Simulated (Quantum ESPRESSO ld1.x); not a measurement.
Values are calculated unless marked as measured or tabulated.
Au26+, 53 electrons, occupied as [Kr] 4d10 4f7.

Level of theory: Dirac Kohn-Sham, PBE, spin-unpolarised, spherical densities, point nucleus; open shells fill j = l - 1/2 first (ld1.x of Quantum ESPRESSO 7.5).

Energy parts (eV):
total: -509976
kinetic: 587292
electron-nucleus: -1240650
Hartree: 152450
exchange-correlation: -9068

Orbitals (lengths in bohr, moments of r in powers of bohr; <r^-3> diverges for s and p1/2; r(max) is where P^2 peaks):
orbital  occ.  eigenvalue (eV)  <1/r>  r(max)  <r^-3>       <r^4>
1s1/2       2         -81479.4  95.84   0.010       -   4.244e-07
2s1/2       2         -15040.1  23.55   0.060       -  0.00006183
2p1/2       2         -14454.0  23.49   0.045       -  0.00003677
2p3/2       4         -12618.0  19.14   0.052   20510  0.00005699
3s1/2       2         -4172.91  8.657   0.169       -    0.002228
3p1/2       2         -3910.60  8.565   0.159       -    0.001942
3p3/2       4         -3503.78  7.434   0.173    4792    0.002672
3d3/2       4         -3070.11  7.327   0.135   835.6    0.001768
3d5/2       6         -2982.69  7.069   0.140   693.4    0.001946
4s1/2       2         -1497.28  3.788   0.376       -     0.04385
4p1/2       2         -1384.41  3.691   0.376       -     0.04543
4p3/2       4         -1277.71  3.312   0.404    1275     0.05955
4d3/2       4         -1093.08  3.151   0.392   207.6     0.06309
4d5/2       6         -1071.99  3.066   0.401   169.8     0.06798
4f5/2       6         -837.374  2.823   0.345   40.29     0.06773
4f7/2       1         -832.103  2.793   0.347   38.58     0.06986

The highest occupied level is 4f7/2 at -832.10 eV. Summed over all electrons, <r^2> = 5.703 bohr^2, which gives a Langevin (diamagnetic) susceptibility term of -4.52 x 10^-6 cm^3/mol. For comparison, the ionisation energy in NIST's Atomic Spectra Database is 870 eV (theoretical). In exact Kohn-Sham theory the highest level is minus the ionisation energy, but local and semilocal functionals leave it too shallow, through self-interaction and a potential that decays too fast; potentials with the right tail come closer. The density falls to 0.001 e/bohr^3 at r = 1.28 bohr.

Beside tabulated values, note that spin-unpolarised runs miss the spin-polarisation part of the exchange energy of open shells.
